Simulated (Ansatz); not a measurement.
# Multireference treatment of ZnH2, singlet

Calculated in Ansatz's Gaussian-basis code. Basis cc-pVTZ, nonrelativistic, no frozen core. State-specific CASSCF; RHF is the lowest restricted (open-shell) Hartree–Fock solution met. Solutions may break the symmetry of the shape. The lowest solution met needn't be the lowest there is, nor hold the orbitals that a chemist would pick.

Geometry:

```xyz
3

Zn    0.0000    0.0000    0.0000
H     0.0000    0.0000    1.5300
H     0.0000    0.0000   -1.5300
```

Problem. What do CASSCF and its corrections give against RHF in CAS(2,2), and what are the occupations?

Solution. CASSCF -0.384 eV, SC-NEVPT2 -26.892 eV; occupations 1.98, 0.02.

Problem. Roughly how much CPU time does a whole run from the default start take (median of such runs, summed over threads; nearly all runs on one pinned thread of a shared server, mostly Xeon at 2.3 to 2.6 GHz, by a development driver)?

Solution. CAS(2,2): about 6.3 s. Other jobs ran beside these, and the count of passes differs.
